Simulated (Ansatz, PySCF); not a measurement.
Two conformers of C3H8O (SMILES CCCO), B3LYP-D3(BJ)/def2-TZVP minima.
Conformer 1 (charge 0, multiplicity 1):
```xyz
12

C     -1.37510     0.26011    -0.36911
C     -0.37308    -0.41127     0.56586
C      1.05232     0.06520     0.35904
O      1.46528    -0.30126    -0.95731
H     -1.11544     0.07473    -1.41113
H     -2.38537    -0.11502    -0.19712
H     -1.38981     1.34213    -0.21431
H     -0.39731    -1.49561     0.42554
H     -0.64463    -0.22136     1.60870
H      1.10146     1.15496     0.48723
H      1.71036    -0.39240     1.10797
H      2.35131     0.03978    -1.11207
```
Conformer 2 (charge 0, multiplicity 1):
| atom | x (Å) | y (Å) | z (Å) |
|---|---|---|---|
| C | 1.1644 | 0.6724 | -0.1139 |
| C | 0.4056 | -0.5555 | -0.6114 |
| C | -1.0364 | -0.6150 | -0.1233 |
| O | -1.8417 | 0.4569 | -0.6062 |
| H | 2.2040 | 0.6565 | -0.4441 |
| H | 1.1638 | 0.7211 | 0.9785 |
| H | 0.7236 | 1.5969 | -0.4943 |
| H | 0.9144 | -1.4644 | -0.2745 |
| H | 0.4065 | -0.5768 | -1.7046 |
| H | -1.0580 | -0.6467 | 0.9746 |
| H | -1.5175 | -1.5238 | -0.4870 |
| H | -1.5287 | 1.2784 | -0.2141 |

No zero-point or thermal terms.

Run with Ansatz (a program for electronic structure); PySCF for the dispersion terms. 

Predict the electronic energy of conformer 2 less that of conformer 1 from HF/cc-pVTZ.

0.5 kcal/mol
